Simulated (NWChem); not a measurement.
# Atomisation of OPb

```xyz
2

Pb     0.0000     0.0000     0.1728
O      0.0000     0.0000    -1.7711
```
Charge 0, spin multiplicity 1.

The numbers come from NWChem runs, not from measurements. Structure: optimised with B3LYP/def2-SVP with def2 effective core potentials on Pb, a minimum by its harmonic frequencies.

Basis set: def2-TZVP. The atomisation energy is electronic alone: no zero-point, thermal, spin-orbit or counterpoise terms. No value is extrapolated to the basis-set limit. Free atoms are single determinants with multiplicities Pb 3, O 3.

Effective core potentials replace the inner electrons of Pb; spin-orbit coupling is left out. B3LYP has NWChem's definition, with VWN1-RPA local correlation. The structure started from a generated list of species. No SCF solution was tested for a lower state. Open-shell Hartree-Fock references start from PBE0 orbitals.

**Question.** One of these methods gave an atomisation energy of 17.3 kcal/mol. Which?
A) BHandHLYP
B) HF
C) B3LYP
D) PBE0

**Answer.** B, HF. The others give 87.8 (BHandHLYP), 112.9 (B3LYP), 107.1 (PBE0).
